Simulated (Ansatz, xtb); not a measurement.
**Two isomers of CH2FNTe**

Structure X: `NC(F)=[Te]`, a singlet. Structure Y: `[H]/N=C(\F)[TeH]`, a singlet. Both are isolated molecules in the gas phase, relaxed with B3LYP-D3(BJ)/def2-SVP; the shapes shown needn't be the lowest conformers.

X (Å):

```xyz
6

C    -0.5069    1.0827    1.3692
F     0.5278    0.2974    1.6477
N    -1.0597    0.7330    0.2072
Te   -1.0950    2.5860    2.6030
H    -1.8624    1.2483   -0.1329
H    -0.6831   -0.0406   -0.3344
```

Y (Å):

```yaml
atoms:
  - { symbol: C, position_ang: [-0.4761, 0.8836, 0.6112] }
  - { symbol: F, position_ang: [0.6521, 0.7117, -0.1173] }
  - { symbol: N, position_ang: [-1.5389, 0.2588, 0.4279] }
  - { symbol: Te, position_ang: [-0.1285, 2.3803, 2.0989] }
  - { symbol: H, position_ang: [-1.4645, -0.4105, -0.3474] }
  - { symbol: H, position_ang: [-1.6882, 2.2210, 2.6677] }
```

Energies in hartree; the thermal terms are from B3LYP-D3(BJ)/def2-SVP harmonic frequencies (ideal gas, rigid rotor, one conformer each, 298.15 K, 1 atm) and include the zero-point energy:

|  | X | Y |
| --- | --- | --- |
| E, CCSD(T)/def2-TZVP | −461.068180 | −461.055439 |
| zero-point energy | 0.034864 | 0.029473 |
| H(298 K) − E | 0.040341 | 0.035329 |
| G(298 K) − E | 0.005604 | −0.000196 |

Question: Work out ΔE, ΔE₀, ΔH and ΔG for X → Y in kcal/mol (1 Eh = 627.51 kcal/mol) and the equilibrium ratio [Y]/[X].

Answer: 1. ΔE = −461.055439 − (−461.068180) = +0.012741 Eh = +8.00 kcal/mol.
2. ΔE₀ = ΔE + ΔZPE = +0.012741 + (−0.005391) Eh = +4.61 kcal/mol.
3. ΔH = ΔE + (−0.005012) Eh = +4.85 kcal/mol.
4. ΔG = ΔE + (−0.005800) Eh = +4.36 kcal/mol, so ΔS = (ΔH − ΔG)/T = +6.9 J/(mol K).
5. kT = 0.9442 mEh, so K = [Y]/[X] = exp(−ΔG/kT) = exp(−7.35) ≈ 6.4 × 10^−4.

Structure X is favoured at this temperature. An error of 1 kcal/mol in ΔG would change K by a factor of 5.4. GFN2-xTB gave ΔE the other sign. Mirror images and further conformers aren't counted.

As drawn, Y has 1 C=N, 1 C–Te, 1 Te–H in place of 1 C–N, 1 C=Te, 1 N–H.

Other levels gave ΔE = −8.6 (GFN2-xTB); +11.8 (HF/STO-3G, GFN2-xTB geometries); +12.4 (r2SCAN-D4/def2-SVP, GFN2-xTB geometries); +10.6 (B3LYP-D3(BJ)/def2-SVP); +10.1 (HF/def2-TZVP); +10.0 (MP2/def2-TZVP) kcal/mol. The correlated steps freeze 7 core orbitals; the filled d shell of Te is correlated, in a basis made for valence electrons. Atoms past krypton carry core potentials in the def2 sets, without spin–orbit terms. Programs: Ansatz 0.2.0, xtb 6.7.1.
